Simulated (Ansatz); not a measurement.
Born–Oppenheimer molecular dynamics of BClF$_{3}$H (6 atoms, charge 0, multiplicity 1). It starts at the highest image of a converged band, a first-order saddle point between two minima.

Level of theory: RKS B3LYP-D4/def2-SVP (Ansatz).

```yaml
ensemble: NVE (velocity Verlet)
time_step: 0.5 fs
steps_asked: 200
starting_velocities_drawn_for: 100 K
seed: 5911
```

First frame:

```xyz
6
Properties=species:S:1:pos:R:3
B 0.013 -0.229 0.016
F 0.009 0.103 1.534
F 1.149 0.156 -0.534
F -1.149 0.089 -0.524
Cl 0.072 -2.193 0.546
H 0.043 -1.041 1.645
```

Question: How far do the bonds stretch over the last three quarters of this one trajectory? (Pairs bonded in most of those frames.)

Answer: 
```json
{"bond": "B1–F3", "mean (Å)": "1.316", "spread (Å)": "0.016", "shortest": "1.28", "longest": "1.35"}
{"bond": "B1–F4", "mean (Å)": "1.319", "spread (Å)": "0.015", "shortest": "1.29", "longest": "1.34"}
{"bond": "B1–Cl5", "mean (Å)": "1.796", "spread (Å)": "0.069", "shortest": "1.73", "longest": "1.97"}
{"bond": "F2–H6", "mean (Å)": "0.937", "spread (Å)": "0.018", "shortest": "0.91", "longest": "1.00"}
```

Mean temperature of the second half: 824 K. The conserved energy stayed within 0.024 meV per atom of its start (net change -0.0005 meV per atom), so the integration is sound. The kinetic energy rose, since the run started high on the potential surface and went downhill. It ends in pieces (BClF2 + FH), so much of that is their flight and rotation, not heat. A run of 0.1 ps of so small a system gives no equilibrium averages. The orbitals stay closed-shell, which can raise the energy where a bond breaks towards radicals; this wasn't checked here.

The run took 8.9 min on 1 thread of Arm Neoverse V1, on a shared host, peak memory 0.15 GiB.
